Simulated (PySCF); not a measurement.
## Nd⁵³⁺: ionisation energy

Nd⁵³⁺ [He] 2s2 2p3 (4S) → Nd⁵⁴⁺ [He] 2s2 2p2 (3P), as a difference of total energies. Computed with PySCF 2.14 in an even-tempered Gaussian basis (19 s from 30 bohr⁻², ratio 2.2; 12 p from 39 bohr⁻², ratio 2.2; 5 d from 150 bohr⁻², ratio 2.4; 5 f from 220 bohr⁻², ratio 2.4; 4 g from 330 bohr⁻², ratio 2.4), with the spin-free X2C one-electron Hamiltonian (Gaussian nucleus). Correlated levels: nothing frozen; virtual orbitals above 40 to 60 times the deepest correlated orbital energy dropped. The calculations carry no spin-orbit coupling.

```json
{"method": "UHF", "ionisation energy (eV)": "10779.1"}
{"method": "LDA", "ionisation energy (eV)": "10772.6"}
{"method": "PBE", "ionisation energy (eV)": "10774.2"}
{"method": "PBE0", "ionisation energy (eV)": "10775.7"}
{"method": "r2SCAN", "ionisation energy (eV)": "10779.6"}
{"method": "BLYP", "ionisation energy (eV)": "10775.4"}
{"method": "BHandHLYP", "ionisation energy (eV)": "10777.8"}
{"method": "MP2 (all electrons)", "ionisation energy (eV)": "10779.0"}
{"method": "SCS-MP2 (all electrons)", "ionisation energy (eV)": "10778.5"}
```

Spin-orbit coupling is strong in these open shells (close to jj coupling). The scalar numbers leave it out and a first-order estimate fails, so it can dominate the gap to the real levels.

For this ion Breit and QED terms and the two-electron picture change, all absent here, outweigh the differences among the correlated methods.

For comparison: 10555 ± 5 eV (theoretical estimate listed by NIST; NIST Atomic Spectra Database, ionization energies).
